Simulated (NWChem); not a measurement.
System: CaBr2; SMILES [Br][Ca][Br]

```xyz
3

Ca     0.0000     0.0000     0.1467
Br     2.6949     0.0000     0.1469
Br    -2.6949     0.0000     0.1469
```
Atoms are numbered in this order, from 1.

Program: NWChem. Geometry optimised at B3LYP/6-31G*; all other runs use it. Pople sets run with spherical d functions. This build's default masses of Se (78.918 u) and Br (79.917 u) are each other's, which moves their modes by up to 0.6 %. Spin-orbit effects on the shieldings are missing.

```
quantity                                                level   value
-----------------------------------------  ------------------  ------
−ε(HOMO) (eV)                                    PBE/def2-SVP    6.42
anisotropy (bohr³), static                      PBE/def2-SVPD    45.9
absolute shielding σ Ca1 (ppm)             B3LYP/6-31G*, GIAO  1163.5
vertical, lowest excitation, singlet (eV)  PBE/def2-SVPD, TDA    3.52
dipole (D)                                       B3LYP/6-31G*    0.00
highest harmonic frequency (cm⁻¹)                B3LYP/6-31G*     360
```
